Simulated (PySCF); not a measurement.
**Electron correlation in Ag²⁺ (silver, charge +2)**

[Kr] 4d8 5s1, high-spin 4F determinant (an excited configuration). All numbers are calculated (PySCF 2.14, scalar relativity by spin-free X2C-1e, in x2c-TZVPPall with one added diffuse shell each of s, p, d, f type (9s7p7d3f1g, 95 functions)). Frozen: [Ar] 3d10; 17 electrons correlated.

| level | correlation energy (mhartree) |
| --- | --- |
| CCSD | -527.39 |
| (T) | -11.25 |
| CCSD(T) | -538.64 |

Diagnostics: T1 = 0.0059, D1 = 0.0247, largest double amplitude 0.021.

Task: Is a single reference adequate?

Result: Yes, within this model without spin-orbit coupling: T1 lies below 0.03 and no double amplitude reaches 0.07.

This basis was not built for core-valence correlation, so the inner-shell part is incomplete.
